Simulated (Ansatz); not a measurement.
A CCSD(T) single point on C₂H₉ClSi₂, SMILES `C[SiH](C)[SiH2]Cl`.

```yaml
crystal:
  periodic: [false, false, false]
  atoms:
    - {symbol: C, position_ang: [-1.734504, 0.473111, 0.482364]}
    - {symbol: Si, position_ang: [-0.215227, -0.576241, 0.163163]}
    - {symbol: C, position_ang: [1.095589, -0.306374, 1.474752]}
    - {symbol: Si, position_ang: [0.674127, -0.008749, -1.927849]}
    - {symbol: Cl, position_ang: [1.188395, 2.001580, -1.851725]}
    - {symbol: H, position_ang: [-2.150959, 0.257127, 1.469627]}
    - {symbol: H, position_ang: [-2.510647, 0.283670, -0.262178]}
    - {symbol: H, position_ang: [-1.480442, 1.535162, 0.444633]}
    - {symbol: H, position_ang: [-0.595785, -2.019926, 0.115034]}
    - {symbol: H, position_ang: [1.435949, 0.731908, 1.467512]}
    - {symbol: H, position_ang: [1.962751, -0.948469, 1.306300]}
    - {symbol: H, position_ang: [0.697158, -0.527448, 2.468308]}
    - {symbol: H, position_ang: [1.911340, -0.758496, -2.272383]}
    - {symbol: H, position_ang: [-0.290643, -0.165955, -3.048559]}
basis:
  gaussian: {orbitals: def2-TZVPP}
correlation: {method: ccsd_t}
```

```sh
$ ansatz run in.yaml --threads 2 --pin off --events-out ev --progress --plain --max-ram 22528MiB --backend cuda --devices 0, --max-vram 18GiB
```

Output of Ansatz, abridged:

```
Functional definition: HF
1782 factors; integrals over basis functions are off by at most 1.2e-3 eV
mean field evaluation 1: about -30431.3483 eV, gradient 3.5e1 eV
mean field evaluation 2: about -30431.6223 eV, gradient 3.5e1 eV
mean field evaluation 4: about -30435.2949 eV, gradient 3.4e0 eV
mean field evaluation 8: about -30435.3539 eV, gradient 1.3e-1 eV
mean field -30435.35396181 eV, -1118.4786282727 hartree, gradient 3.5e-6 eV, S^2 0.000000; 0 other end points of the search recorded, 0 dependent functions left out
17 core orbitals not correlated: weight in the atoms' cores, before any rotation towards them, 1.000 or more for the frozen orbitals, at most 0.000 for the correlated occupied ones
reference -30435.35396181 eV, -1118.4786282727 hartree; 16, 16 occupied and 281, 281 virtual orbitals, 1782 factors
second order -21.66276229 eV of doubles, -0.00000000 eV of singles
cycle   1  -23.07094074 eV  change    -1.4e0 eV  update   9.6e-2
cycle   2  -23.66268115 eV  change   -5.9e-1 eV  update   2.8e-2
cycle   3  -23.73153724 eV  change   -6.9e-2 eV  update   1.0e-2
cycle   4  -23.72527966 eV  change    6.3e-3 eV  update   2.9e-3
cycle   5  -23.72429016 eV  change    9.9e-4 eV  update   1.0e-3
cycle   6  -23.72421080 eV  change    7.9e-5 eV  update   3.1e-4
cycle   7  -23.72416664 eV  change    4.4e-5 eV  update   9.4e-5
cycle   8  -23.72418606 eV  change   -1.9e-5 eV  update   3.3e-5
perturbative correction -0.92625144 eV, -0.0340391127 hartree
Total energy: -30460.00439931 eV, -1119.3845151422 hartree
```

Run time 4.2 s (2 threads of an AMD EPYC 7R13 on a shared host and a share of an NVIDIA H100 80 GB); peak host memory 0.85 GiB.

Correlation energy per correlated electron: -0.770 eV. T1 diagnostic: 0.0101.
